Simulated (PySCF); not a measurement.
Atoms are numbered as in `[CH3:1][c:2]1[cH:3][p:4][cH:5][c:6]([SiH3:7])[c:8]1[F:9]`. Each H is labelled by its parent atom.

Theoretical values (PySCF): geometry from GFN2-xTB, σ from GIAO-PBE0/pcSseg-1. A single conformation, gas phase, relativity neglected, one averaged value for each set of equivalent atoms.

List the cross peaks expected in HSQC, COSY and HMBC spectra.

## Answers



HSQC (one-bond C–H):
| δH | δC |
| --- | --- |
| 9.29 (H(C5)) | 173.1 (C5) |
| 9.15 (H(C3)) | 170.0 (C3) |
| 2.65 (H(C1)) | 22.6 (C1) |

HMBC (two and three bonds, from the bond graph):
| δH | δC |
| --- | --- |
| 9.29 (H(C5)) | 176.4 (C8), 170.0 (C3), 131.6 (C6) |
| 9.15 (H(C3)) | 176.4 (C8), 173.1 (C5), 136.2 (C2), 22.6 (C1) |
| 4.65 (H(Si7)) | 176.4 (C8), 173.1 (C5), 131.6 (C6) |
| 2.65 (H(C1)) | 176.4 (C8), 170.0 (C3), 136.2 (C2) |

No COSY cross peaks are expected.

Referencing at the same level of theory: TMS for ¹H (31.72 ppm) and ¹³C (186.93 ppm).

Short H···H contacts in this conformer between protons four or more bonds apart (candidates for NOE cross peaks, intensity ∝ r⁻⁶): H(C1)···H(C3) 2.32 Å, H(C5)···H(Si7) 2.63 Å.

Shifts are as computed. Against solution values, carbons near 30 ppm lie about +3 ppm off and those near 130 ppm about +5 ppm. Of 1211 compounds with measured shifts, 218 miss one by over three times the rms of a fit or turn the order of signals round; such compounds aren't used in these exercises.
